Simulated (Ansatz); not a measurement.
A structure relaxed at PBE0-D4/def2-TZVP, charge 0, multiplicity 1:

```
atom   x (Å)   y (Å)   z (Å)
  B1  -0.953  -1.330  -0.268
  N2  -0.206  -0.187   0.038
  C3  -0.167   0.374   1.385
 Si4   0.724   0.625  -1.182
 Cl5   2.726   0.532  -0.717
  H6  -1.602  -1.854   0.592
  H7  -0.932  -1.758  -1.386
  H8  -0.837  -0.188   2.034
  H9  -0.481   1.423   1.383
 H10   0.844   0.326   1.799
 H11   0.378   2.065  -1.192
 H12   0.507  -0.026  -2.486
```

(1) Give its formula and SMILES.

(2) Summarise the bond lengths by kind.

Answers

(1) CH7BClNSi, `BN(C)[SiH2]Cl`.

(2) 1 × B–N 1.399 Å; 2 × B–H 1.197 to 1.198 Å; 1 × C–N 1.461 Å; 1 × N–Si 1.736 Å; 3 × C–H 1.090 to 1.094 Å; 1 × Cl–Si 2.058 Å; 2 × H–Si 1.473 to 1.481 Å.

Program: Ansatz 0.2.0.
